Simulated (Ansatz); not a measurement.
Level of theory: frozen-core CCSD(T)/def2-TZVPP // PBE-D3(BJ)/def2-TZVP (Ansatz, a first-principles code).

Ansatz 0.2 input:
```yaml
crystal:
  periodic: [false, false, false]
  atoms:
    - { symbol: N, position_ang: [-0.589357, 1.976517, 0.047581] }
    - { symbol: In, position_ang: [-0.011661, 0.001816, -0.031044] }
    - { symbol: N, position_ang: [1.757547, -0.475892, -0.969697] }
    - { symbol: N, position_ang: [-1.447356, -1.459155, 0.178151] }
    - { symbol: H, position_ang: [-1.293228, 2.1643, 0.763653] }
    - { symbol: H, position_ang: [0.187357, 2.619016, 0.2133] }
    - { symbol: H, position_ang: [2.511164, 0.185371, -0.774133] }
    - { symbol: H, position_ang: [2.104127, -1.406547, -0.730287] }
    - { symbol: H, position_ang: [-1.062452, -2.372756, 0.424407] }
    - { symbol: H, position_ang: [-2.156141, -1.232667, 0.878067] }
basis:
  gaussian: { orbitals: def2-TZVPP }
correlation:
  method: ccsd_t
```

Output:

```
Functional definition: HF
1529 factors; integrals over basis functions are off by at most 9.1e-4 eV
mean field evaluation 1: about -9684.0833 eV, gradient 5.8e1 eV
mean field evaluation 2: about -9684.1382 eV, gradient 5.8e1 eV
mean field evaluation 4: about -9690.8741 eV, gradient 3.3e0 eV
mean field evaluation 8: about -9690.9242 eV, gradient 2.0e-1 eV
mean field evaluation 16: about -9688.0300 eV, gradient 3.8e1 eV
mean field -9690.92435015 eV, -356.1349011235 hartree, gradient 8.4e-6 eV, S^2 0.000000; 0 other end points of the search recorded, 0 dependent functions left out
7 core orbitals not correlated
reference -9690.92435015 eV, -356.1349011235 hartree; 17, 17 occupied and 203, 203 virtual orbitals, 1529 factors
second order -25.92278224 eV of doubles, -0.00000000 eV of singles
cycle   1  -25.50220656 eV  change    4.2e-1 eV  update   1.2e-1
cycle   2  -26.09461762 eV  change   -5.9e-1 eV  update   3.6e-2
cycle   3  -26.24606466 eV  change   -1.5e-1 eV  update   2.1e-2
cycle   4  -26.23628205 eV  change    9.8e-3 eV  update   6.3e-3
cycle   5  -26.23183199 eV  change    4.5e-3 eV  update   3.1e-3
cycle   6  -26.23285520 eV  change   -1.0e-3 eV  update   1.1e-3
cycle   7  -26.23233864 eV  change    5.2e-4 eV  update   4.4e-4
cycle   8  -26.23218481 eV  change    1.5e-4 eV  update   1.5e-4
cycle   9  -26.23227030 eV  change   -8.5e-5 eV  update   5.7e-5
cycle  10  -26.23227295 eV  change   -2.6e-6 eV  update   2.0e-5
perturbative correction -1.00806728 eV, -0.0370457894 hartree
Total energy: -9718.16469038 eV, -357.1359651628 hartree
```

Cost: about 7 core-minutes (a rough figure).
